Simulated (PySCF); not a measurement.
Cl2Te, charge +1, doublet, at a GFN2-xTB geometry (a state made from the parent by changing its charge; the spin is typed, not shown lowest) (all electrons, no relativity), with bond 2-1 at 1.4 times its length; PySCF with CASCI(3,3)/STO-3G.

Here is a job for PySCF.
```python
from pyscf import gto, scf, mcscf
import numpy

mol = gto.M(
    atom='''
Te    0.017188   -0.013820    0.555727
Cl    1.539922    1.941942   -1.413759
Cl   -1.157430   -1.340880   -0.848822
''',
    basis='sto-3g',
    charge=1,
    spin=1,
    verbose=4,
)

mf = scf.ROHF(mol)
mf.kernel()
mc = mcscf.CASCI(mf, 3, 3)
mc.fix_spin_(ss=0.75)
mc.kernel()
occ = numpy.linalg.eigvalsh(mc.fcisolver.make_rdm1(mc.ci, mc.ncas, mc.nelecas))[::-1]
ss = mc.fcisolver.spin_square(mc.ci, mc.ncas, mc.nelecas)[0]
print('natural occupations', occ.round(4), ' <S^2>', round(ss, 4))
```

Q: Write the output that PySCF gives for this input, abridged.

A: 
```
PySCF version 2.14.0

[INPUT] verbose = 4
[INPUT] num. atoms = 3
[INPUT] num. electrons = 85
[INPUT] charge = 1
[INPUT] spin (= nelec alpha-beta = 2S) = 1
[INPUT] symmetry False subgroup None
[INPUT] Mole.unit = angstrom
[INPUT] Symbol           X                Y                Z      unit          X                Y                Z       unit  Magmom
[INPUT]  1 Te     0.017188000000  -0.013820000000   0.555727000000 AA    0.032480612629  -0.026116015041   1.050171830026 Bohr   0.0
[INPUT]  2 Cl     1.539922000000   1.941942000000  -1.413759000000 AA    2.910030833192   3.669738529790  -2.671617316139 Bohr   0.0
[INPUT]  3 Cl    -1.157430000000  -1.340880000000  -0.848822000000 AA   -2.187225708355  -2.533895965907  -1.604041108506 Bohr   0.0

nuclear repulsion = 390.308997927209
number of shells = 21
number of NR pGTOs = 135
number of NR cGTOs = 45
basis = sto-3g
ecp = {}

******** <class 'pyscf.scf.rohf.ROHF'> ********
method = ROHF
initial guess = minao
damping factor = 0
level_shift factor = 0
DIIS = <class 'pyscf.scf.diis.CDIIS'>
diis_start_cycle = 1
diis_space = 8
diis_damp = 0
SCF conv_tol = 1e-09
SCF conv_tol_grad = None
SCF max_cycles = 50
direct_scf = True
direct_scf_tol = 1e-13
num. doubly occ = 42  num. singly occ = 1
Set gradient conv threshold to 3.16228e-05
init E= -7435.08076862526
  HOMO = -0.515893325582741  LUMO = -0.47481368346091  gap/eV = 1.11783
cycle= 1 E= -7455.86714599335  delta_E= -20.8  |g|= 0.265  |ddm|= 1.95
  HOMO = -0.431702337807848  LUMO = -0.244269438711371  gap/eV = 5.10031
cycle= 2 E= -7455.61458002176  delta_E= 0.253  |g|= 0.54  |ddm|= 1.96
  HOMO = -0.458093751729151  LUMO = -0.285209802955276  gap/eV = 4.70441
cycle= 3 E= -7455.9208674831  delta_E= -0.306  |g|= 0.164  |ddm|= 1.84
  HOMO = -0.460647215265618  LUMO = -0.288840622529892  gap/eV = 4.67510
cycle= 4 E= -7455.94014766365  delta_E= -0.0193  |g|= 0.106  |ddm|= 0.19
  HOMO = -0.440404451701583  LUMO = -0.279927360844281  gap/eV = 4.36680
cycle= 5 E= -7455.95039379068  delta_E= -0.0102  |g|= 0.0646  |ddm|= 0.165
  HOMO = -0.425727315515754  LUMO = -0.276125994108976  gap/eV = 4.07086
cycle= 6 E= -7455.95552213205  delta_E= -0.00513  |g|= 0.0131  |ddm|= 0.176
  HOMO = -0.424865843882385  LUMO = -0.277239713449083  gap/eV = 4.01711
cycle= 7 E= -7455.9556914099  delta_E= -0.000169  |g|= 0.00615  |ddm|= 0.0219
  HOMO = -0.422297687908222  LUMO = -0.276329118130011  gap/eV = 3.97201
cycle= 8 E= -7455.95573935682  delta_E= -4.79e-05  |g|= 0.000537  |ddm|= 0.0212
  HOMO = -0.422540205555549  LUMO = -0.276539180735075  gap/eV = 3.97289
cycle= 9 E= -7455.95573975918  delta_E= -4.02e-07  |g|= 5.81e-05  |ddm|= 0.00202
  HOMO = -0.422534335646757  LUMO = -0.276526317157368  gap/eV = 3.97308
cycle= 10 E= -7455.95573976854  delta_E= -9.37e-09  |g|= 4.78e-05  |ddm|= 0.000251
  HOMO = -0.422534464534299  LUMO = -0.27652297560984  gap/eV = 3.97317
cycle= 11 E= -7455.95573978344  delta_E= -1.49e-08  |g|= 2.26e-05  |ddm|= 0.000545
  HOMO = -0.422537327951582  LUMO = -0.276529075858525  gap/eV = 3.97309
cycle= 12 E= -7455.95573978773  delta_E= -4.29e-09  |g|= 6.07e-06  |ddm|= 0.000412
  HOMO = -0.42253675353409  LUMO = -0.276526734925068  gap/eV = 3.97313
cycle= 13 E= -7455.95573978791  delta_E= -1.82e-10  |g|= 1.96e-06  |ddm|= 8.05e-05
  HOMO = -0.422537065197752  LUMO = -0.276527185998387  gap/eV = 3.97313
Extra cycle  E= -7455.95573978791  delta_E= 3.64e-12  |g|= 1.1e-06  |ddm|= 5.58e-06
converged SCF energy = -7455.95573978791

******** <class 'pyscf.mcscf.casci.CASCI'> ********
CAS (2e+1e, 3o), ncore = 41, nvir = 1
natorb = False
canonicalization = True
sorting_mo_energy = False
******** <class 'pyscf.fci.addons.SpinPenaltyFCISolver'> ********
max. cycles = 200
conv_tol = 1e-08
davidson only = True
linear dependence = 1e-12
level shift = 0.001
max iter space = 12
nroots = 1
pspace_size = 400
spin = None
Density matrix diagonal elements [1.60499665 1.         0.39500335]
CASCI converged
CASCI E = -7456.01867008731  E(CI) = -2.56587810938709  S^2 = 0.7500000
natural occupations [1.6074 1.     0.3926]  <S^2> 0.75
```
